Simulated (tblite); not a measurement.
Input of a run (GFN2-xTB geometry optimisation, gas phase (tblite 0.8.0)), started from a force field or distance geometry:
```
{"job": {"kind": "relax", "xc": "GFN2-xTB", "basis": "xTB"}, "charge": 0, "multiplicity": 1}
C     -1.890000    -1.077300    -0.156900
C     -0.588200    -0.397400    -0.070800
P      0.831100    -1.423700    -0.289500
C      2.402600    -0.661400    -0.198200
C      2.568500     0.677700     0.072200
P      1.152100     1.689100     0.292500
C     -0.425700     0.949000     0.189700
C     -1.602600     1.747900     0.381300
N     -2.548400     2.396300     0.537100
H     -2.407800    -0.793100    -1.101900
H     -2.580300    -0.703800     0.654800
H     -1.797200    -2.192700    -0.122700
H      3.296000    -1.275100    -0.319400
H      3.589300     1.064000     0.109700
```

Output (eV, eV/Å):
```
step      E/eV     max force
  0    -632.09279    3.255
  1    -632.35385    2.969
  2    -632.41721    5.080
  3    -632.66499    1.270
  4    -632.75278    1.726
  5    -632.85742    1.837
  6    -632.91507    0.931
  7    -632.94900    0.377
  8    -632.96402    0.341
  9    -632.97202    0.276
 10    -632.97734    0.190
 11    -632.98040    0.170
 12    -632.98247    0.152
 13    -632.98380    0.120
 14    -632.98496    0.124
 15    -632.98605    0.100
 16    -632.98695    0.092
 17    -632.98755    0.074
 18    -632.98800    0.051
 19    -632.98841    0.054
 20    -632.98876    0.045
 21    -632.98902    0.041
 22    -632.98921    0.036
 23    -632.98937    0.034
 24    -632.98952    0.028
 25    -632.98965    0.027
 26    -632.98976    0.031
 27    -632.98986    0.026
 28    -632.98995    0.020
 29    -632.99003    0.019
 30    -632.99008    0.019
 31    -632.99013    0.021
 32    -632.99019    0.020
 33    -632.99028    0.036
 34    -632.99042    0.044
 35    -632.99059    0.039
 36    -632.99070    0.024
 37    -632.99077    0.024
 38    -632.99083    0.024
 39    -632.99092    0.031
 40    -632.99102    0.029
 41    -632.99109    0.024
 42    -632.99113    0.024
 43    -632.99117    0.021
 44    -632.99124    0.032
 45    -632.99138    0.043
 46    -632.99161    0.045
 47    -632.99189    0.051
 48    -632.99214    0.049
 49    -632.99238    0.041
 50    -632.99264    0.050
 51    -632.99287    0.041
 52    -632.99302    0.026
 53    -632.99310    0.049
 54    -632.99319    0.022
 55    -632.99330    0.022
 56    -632.99340    0.021
 57    -632.99347    0.016
 58    -632.99351    0.014
 59    -632.99356    0.015
 60    -632.99362    0.017
 61    -632.99367    0.018
 62    -632.99369    0.015
 63    -632.99372    0.012
 64    -632.99375    0.012
 65    -632.99378    0.012
 66    -632.99379    0.012
 67    -632.99381    0.014
 68    -632.99384    0.014
 69    -632.99387    0.012
 70    -632.99391    0.013
 71    -632.99394    0.014
 72    -632.99396    0.014
 73    -632.99399    0.013
 74    -632.99401    0.009
```

Question: Summarise the run.

Answer: The energy falls by 20.8 kcal/mol over 74 L-BFGS steps, the largest force on an atom goes from 3.25 to 0.009 eV/Å, and the atoms move by 0.188 Å rms after alignment. The bond that changes most is C1–H11 (benzylic-type carbon to methyl hydrogen), which shortens by 0.039 Å. Bonds longer at the end by more than 0.005 Å: 3 of 14; shorter: 10. Among the angles that change most is C5–P6–C7, from 118.5° to 101.8°. Among the dihedrals that turn most is H11–C1–C2–C7, from -41° to -60°. The energy never rose by more than 1e-5 eV on the way. The first step brought 29 % of the lowering.

Question: What are the final bond lengths?

Answer: C1–C2 1.503 Å, C2–P3 1.748 Å, P3–C4 1.739 Å, C4–C5 1.370 Å, C5–P6 1.736 Å, P6–C7 1.758 Å, C7–C8 1.415 Å, C8≡N9 1.147 Å, C2–C7 1.390 Å, C1–H10 1.090 Å, C1–H11 1.090 Å, C1–H12 1.089 Å, C4–H13 1.086 Å, C5–H14 1.086 Å. Numbering counts from 1 in the input's order; the species is `p1c(c(C)pcc1)C#N`.

Its GFN2-xTB frequencies are all real (lowest 78 cm⁻¹).

The numbers are calculated, not measured.
